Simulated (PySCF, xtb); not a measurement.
Be(OH)(OSiH3) (BeH₄O₂Si), SMILES [OH][Be][O][SiH3].

GFN2-xTB (xtb) at its own geometry gives an orbital gap of 6.29 eV and a dipole moment of 1.94 D.

Coordinates come from a B3LYP-D3(BJ)/def2-SVP optimisation. The geometry has at least one imaginary mode, so it is a saddle point at that level. One conformer was computed; it need not be the lowest.

Question: What does ωB97X/def2-TZVPD in PySCF give? (Estimate from the structure and the level; the computed values follow.)

Answer: gap 12.11 eV (levels -11.05 and 1.06 eV), dipole 1.44 D.
